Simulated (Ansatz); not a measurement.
Nudged elastic band run: CH4BClOS

input.yaml

```yaml
crystal:
  periodic: [false, false, false]
  atoms:
    - { symbol: O, position_ang: [1.283396, -0.176352, -1.279891] }
    - { symbol: C, position_ang: [0.596804, 0.081943, -0.116981] }
    - { symbol: Cl, position_ang: [1.235058, -1.001217, 1.376793] }
    - { symbol: B, position_ang: [-0.878657, -0.491519, -0.122912] }
    - { symbol: S, position_ang: [-2.295581, 0.309356, 0.633917] }
    - { symbol: H, position_ang: [2.171149, 0.234807, -1.231931] }
    - { symbol: H, position_ang: [0.760897, 1.103129, 0.283832] }
    - { symbol: H, position_ang: [-1.107089, -1.529503, -0.69432] }
    - { symbol: H, position_ang: [-1.677376, 1.422957, 1.134293] }
magnetization:
  spin_polarized: true
basis:
  gaussian: { orbitals: def2-SVP }
hamiltonian:
  xc: blyp
neb:
  order_check: false
  images: 5
  f_tol: 0.2
  max_iterations: 60
  final_atoms:
    - { symbol: O, position_ang: [1.57997543, -0.48309551, -0.75737103] }
    - { symbol: C, position_ang: [0.48684938, 0.07049981, 0.36625574] }
    - { symbol: Cl, position_ang: [1.35416079, 0.27956753, 1.84424551] }
    - { symbol: B, position_ang: [-0.86729453, -0.01761684, -0.16328947] }
    - { symbol: S, position_ang: [-2.45464589, 0.35861808, 0.69966516] }
    - { symbol: H, position_ang: [1.9775721, 0.31150085, -1.18346644] }
    - { symbol: H, position_ang: [0.92632093, -0.84015327, -1.41245843] }
    - { symbol: H, position_ang: [-0.98933332, -0.35770447, -1.33829456] }
    - { symbol: H, position_ang: [-1.9250039, 0.63198482, 1.92751352] }
  initial_path:
    images:
      - { positions_ang: [[1.283396, -0.176352, -1.279891], [0.596804, 0.081943, -0.116981], [1.235058, -1.001217, 1.376793], [-0.878657, -0.491519, -0.122912], [-2.295581, 0.309356, 0.633917], [2.171149, 0.234807, -1.231931], [0.760897, 1.103129, 0.283832], [-1.107089, -1.529503, -0.69432], [-1.677376, 1.422957, 1.134293]] }
      - { positions_ang: [[1.3247083, -0.16809294, -1.21929236], [0.63435992, 0.07160291, -0.03693802], [1.27841416, -1.02491483, 1.35268957], [-0.83817317, -0.41304782, -0.10095121], [-2.23814278, 0.55298733, 0.5304439], [2.20911648, 0.24281904, -1.14743358], [0.690341, 0.99087259, -0.11539622], [-1.11668807, -1.45640769, -0.61130114], [-1.85533485, 1.15778241, 1.33097905]] }
      - { positions_ang: [[1.3660206, -0.15983389, -1.15869372], [0.67191584, 0.06126282, 0.04310496], [1.32177033, -1.04861266, 1.32858615], [-0.79768934, -0.33457664, -0.07899042], [-2.18070456, 0.79661867, 0.4269708], [2.24708396, 0.25083109, -1.06293615], [0.619785, 0.87861617, -0.51462443], [-1.12628714, -1.38331237, -0.52828228], [-2.0332937, 0.89260782, 1.5276651]] }
      - { positions_ang: [[1.40733291, -0.15157483, -1.09809508], [0.70947176, 0.05092274, 0.12314794], [1.36512649, -1.0723105, 1.30448272], [-0.75720551, -0.25610546, -0.05702962], [-2.12326634, 1.04025, 0.3234977], [2.28505145, 0.25884313, -0.97843873], [0.549229, 0.76635976, -0.91385265], [-1.13588621, -1.31021706, -0.44526342], [-2.21125254, 0.62743322, 1.72435115]] }
      - { positions_ang: [[1.46488042, -0.26208172, -0.9845204], [0.6352643, 0.05744843, 0.20418387], [1.36147126, -0.62168449, 1.48440365], [-0.79390185, -0.17660925, -0.09244957], [-2.23372619, 0.81303936, 0.44888685], [2.18255833, 0.27639571, -1.0467813], [0.67492631, 0.23085541, -1.08005458], [-1.08703525, -0.99271287, -0.74294047], [-2.11583633, 0.62895042, 1.79207194]] }
      - { positions_ang: [[1.52242793, -0.37258862, -0.87094572], [0.56105684, 0.06397412, 0.28521981], [1.35781603, -0.17105848, 1.66432458], [-0.83059819, -0.09711305, -0.12786952], [-2.34418604, 0.58582872, 0.57427601], [2.08006522, 0.29394828, -1.11512387], [0.80062362, -0.30464893, -1.2462565], [-1.03818428, -0.67520867, -1.04061751], [-2.02042011, 0.63046762, 1.85979273]] }
      - { positions_ang: [[1.57997543, -0.48309551, -0.75737103], [0.48684938, 0.07049981, 0.36625574], [1.35416079, 0.27956753, 1.84424551], [-0.86729453, -0.01761684, -0.16328947], [-2.45464589, 0.35861808, 0.69966516], [1.9775721, 0.31150085, -1.18346644], [0.92632093, -0.84015327, -1.41245843], [-0.98933332, -0.35770447, -1.33829456], [-1.9250039, 0.63198482, 1.92751352]] }
```

Run as:

```bash
$ ansatz run input.yaml --threads 2 --pin off --max-ram 3072MiB --backend cpu --events-out ev --progress --plain --runs-dir out
```

Output, in part (warnings, iteration lines, the closing report on the highest movable image, with atoms numbered from 0):

```
NEB end point (image 0): max|allowed force component| = 9.418e-3 eV/Å (the criterion of neb.relax_end_points is 4.000e-2)
NEB end point (image 6): max|allowed force component| = 8.687e-3 eV/Å (the criterion of neb.relax_end_points is 4.000e-2)
NEB iter   1: max|band force component| = 1.364e1 eV/Å  barrier→ = 6.4206 eV  barrier← = 3.7576 eV  Δτ_max = 0.1990 Å  (330 SCF iters)
NEB iter   2: max|band force component| = 4.608e0 eV/Å  barrier→ = 4.7549 eV  barrier← = 2.0920 eV  Δτ_max = 0.2000 Å  (189 SCF iters)
NEB iter   3: max|band force component| = 2.174e0 eV/Å  barrier→ = 3.6729 eV  barrier← = 1.0099 eV  Δτ_max = 0.1970 Å  (182 SCF iters)
NEB iter   4: max|band force component| = 2.599e0 eV/Å  barrier→ = 3.3084 eV  barrier← = 0.6454 eV  Δτ_max = 0.1010 Å  (175 SCF iters)
NEB iter   5: max|band force component| = 1.771e0 eV/Å  barrier→ = 3.1804 eV  barrier← = 0.5175 eV  Δτ_max = 0.1003 Å  (157 SCF iters)
NEB iter   6: max|band force component| = 1.964e0 eV/Å  barrier→ = 3.0565 eV  barrier← = 0.3936 eV  Δτ_max = 0.2000 Å  (159 SCF iters)
NEB iter   7: max|band force component| = 1.993e0 eV/Å  barrier→ = 2.9250 eV  barrier← = 0.2621 eV  Δτ_max = 0.1984 Å  (171 SCF iters)
NEB iter   8: max|band force component| = 1.313e0 eV/Å  barrier→ = 2.9015 eV  barrier← = 0.2385 eV  Δτ_max = 0.1998 Å  (166 SCF iters)
NEB iter   9: max|band force component| = 5.951e-1 eV/Å  barrier→ = 2.8775 eV  barrier← = 0.2145 eV  Δτ_max = 0.1201 Å  (162 SCF iters)
NEB iter  10: max|band force component| = 2.633e-1 eV/Å  barrier→ = 2.8579 eV  barrier← = 0.1950 eV  CI = image 4  Δτ_max = 0.1789 Å  (164 SCF iters)
NEB iter  11: max|band force component| = 3.932e-1 eV/Å  barrier→ = 2.8524 eV  barrier← = 0.1895 eV  CI = image 4  Δτ_max = 0.0895 Å  (170 SCF iters)
NEB iter  12: max|band force component| = 2.870e-1 eV/Å  barrier→ = 2.8560 eV  barrier← = 0.1930 eV  CI = image 4  Δτ_max = 0.0904 Å  (166 SCF iters)
NEB iter  13: max|band force component| = 3.276e-1 eV/Å  barrier→ = 2.8584 eV  barrier← = 0.1954 eV  CI = image 4  Δτ_max = 0.0455 Å  (159 SCF iters)
NEB iter  14: max|band force component| = 2.781e-1 eV/Å  barrier→ = 2.8609 eV  barrier← = 0.1979 eV  CI = image 4  Δτ_max = 0.0916 Å  (172 SCF iters)
NEB iter  15: max|band force component| = 2.461e-1 eV/Å  barrier→ = 2.8699 eV  barrier← = 0.2069 eV  CI = image 4  Δτ_max = 0.1808 Å  (181 SCF iters)
NEB iter  16: max|band force component| = 4.471e-1 eV/Å  barrier→ = 2.9069 eV  barrier← = 0.2439 eV  CI = image 4  Δτ_max = 0.0911 Å  (184 SCF iters)
NEB iter  17: max|band force component| = 4.239e-1 eV/Å  barrier→ = 2.9306 eV  barrier← = 0.2677 eV  CI = image 4  Δτ_max = 0.1823 Å  (180 SCF iters)
NEB iter  18: max|band force component| = 7.081e-1 eV/Å  barrier→ = 3.0002 eV  barrier← = 0.3372 eV  CI = image 4  Δτ_max = 0.1816 Å  (190 SCF iters)
NEB iter  19: max|band force component| = 9.779e-1 eV/Å  barrier→ = 3.0949 eV  barrier← = 0.4319 eV  CI = image 4  Δτ_max = 0.2000 Å  (188 SCF iters)
NEB iter  20: max|band force component| = 9.927e-1 eV/Å  barrier→ = 3.2123 eV  barrier← = 0.5494 eV  CI = image 4  Δτ_max = 0.2000 Å  (192 SCF iters)
NEB iter  21: max|band force component| = 9.960e-1 eV/Å  barrier→ = 3.1823 eV  barrier← = 0.5193 eV  CI = image 4  Δτ_max = 0.2000 Å  (180 SCF iters)
NEB iter  22: max|band force component| = 7.138e-1 eV/Å  barrier→ = 3.1264 eV  barrier← = 0.4634 eV  CI = image 4  Δτ_max = 0.1995 Å  (188 SCF iters)
NEB iter  23: max|band force component| = 7.605e-1 eV/Å  barrier→ = 3.0800 eV  barrier← = 0.4170 eV  CI = image 4  Δτ_max = 0.0996 Å  (182 SCF iters)
NEB iter  24: max|band force component| = 4.085e-1 eV/Å  barrier→ = 3.0505 eV  barrier← = 0.3875 eV  CI = image 4  Δτ_max = 0.2000 Å  (164 SCF iters)
NEB iter  25: max|band force component| = 6.899e-1 eV/Å  barrier→ = 2.9595 eV  barrier← = 0.2965 eV  CI = image 4  Δτ_max = 0.0999 Å  (173 SCF iters)
NEB iter  26: max|band force component| = 6.018e-1 eV/Å  barrier→ = 2.9419 eV  barrier← = 0.2790 eV  CI = image 4  Δτ_max = 0.1995 Å  (162 SCF iters)
NEB iter  27: max|band force component| = 6.484e-1 eV/Å  barrier→ = 2.9205 eV  barrier← = 0.2575 eV  CI = image 4  Δτ_max = 0.1001 Å  (171 SCF iters)
NEB iter  28: max|band force component| = 5.157e-1 eV/Å  barrier→ = 2.9378 eV  barrier← = 0.2749 eV  CI = image 4  Δτ_max = 0.1005 Å  (159 SCF iters)
NEB iter  29: max|band force component| = 3.865e-1 eV/Å  barrier→ = 2.9576 eV  barrier← = 0.2946 eV  CI = image 4  Δτ_max = 0.0855 Å  (159 SCF iters)
NEB iter  30: max|band force component| = 3.158e-1 eV/Å  barrier→ = 2.9610 eV  barrier← = 0.2980 eV  CI = image 4  Δτ_max = 0.0428 Å  (161 SCF iters)
NEB iter  31: max|band force component| = 2.305e-1 eV/Å  barrier→ = 2.9546 eV  barrier← = 0.2916 eV  CI = image 4  Δτ_max = 0.0429 Å  (158 SCF iters)
NEB iter  32: max|band force component| = 1.796e-1 eV/Å  barrier→ = 2.9486 eV  barrier← = 0.2857 eV  CI = image 4  Δτ_max = 0.0000 Å  (345 SCF iters)
Total energy: -27169.25107585 eV, -998.4515610577 hartree
Atom 0 at     1.554266    -0.400061    -1.347854 Å, force     0.024064    -0.033563    -0.098420 eV/Å
Atom 1 at     0.352110     0.300824     0.149056 Å, force    -0.094267     0.078083     0.192391 eV/Å
Atom 2 at     1.197173     0.034923     1.645337 Å, force    -0.024871    -0.009574    -0.018074 eV/Å
Atom 3 at    -1.035980    -0.193208    -0.187121 Å, force    -0.041491    -0.077822     0.002475 eV/Å
Atom 4 at    -2.469644     0.190130     0.859408 Å, force     0.047211     0.014406    -0.005977 eV/Å
Atom 5 at     2.393815    -0.510896    -0.847954 Å, force    -0.009779     0.037422     0.012293 eV/Å
Atom 6 at     1.185230     0.566999    -0.985292 Å, force     0.115835    -0.030055    -0.090602 eV/Å
Atom 7 at    -1.292359    -0.697328    -1.254111 Å, force     0.004173     0.014124    -0.015141 eV/Å
Atom 8 at    -1.796010     0.662218     1.951330 Å, force    -0.020875     0.006980     0.021056 eV/Å
Dipole moment:     0.381357     0.044851     0.265915 e Å
```

The forces met the threshold. The threshold of 0.2 eV/Å is loose, so the images may lie well off the minimum-energy path. Neighbouring images differ by up to 2.3 eV, so the band resolves the path poorly. The order of the stationary point at the top wasn't checked. The orbitals stay closed-shell, which can raise the energy where a bond breaks towards radicals; this wasn't checked here.

Final band (atoms are numbered from 1 in the order of the input):

| image | path coordinate (Å) | energy (eV) | C2–H7 (Å) | O1–H7 (Å) |
| --- | --- | --- | --- | --- |
| 0 | 0.00 | 0.00 | 1.11 | 2.09 |
| 1 | 0.86 | 0.04 | 1.11 | 2.09 |
| 2 | 1.73 | 0.08 | 1.11 | 2.09 |
| 3 | 2.59 | 0.70 | 1.09 | 1.82 |
| 4 | 3.46 | 2.95 | 1.43 | 1.10 |
| 5 | 4.64 | 2.76 | 2.11 | 0.98 |
| 6 | 5.82 | 2.66 | 2.05 | 0.99 |

The run took 6.4 min on 2 threads of Arm Neoverse V2, on a shared host, peak memory 0.23 GiB.
